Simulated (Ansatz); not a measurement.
A structure relaxed at B3LYP-D4/def2-TZVP in Ansatz, charge 1, doublet:

| atom | x (Å) | y (Å) | z (Å) |
| --- | --- | --- | --- |
| Sr1 | -1.5508 | 1.1964 | 1.9034 |
| Sr2 | 1.4903 | -1.0925 | -2.0113 |
| Se3 | 0.0605 | -0.1040 | 0.1079 |

Task: Give its formula.

Result: the cluster Sr2Se⁺.

Task: Summarise the bond lengths by kind (pairs closer than 1.2 times the sum of covalent radii, bridged metal pairs left out).

Result: 2 × Se–Sr 2.74 Å.

In the def2 sets Sr takes a core potential; there is no spin–orbit coupling. The relaxation made no stability test and no search for a lower SCF solution. The structure comes from a short search, and lower isomers may exist.
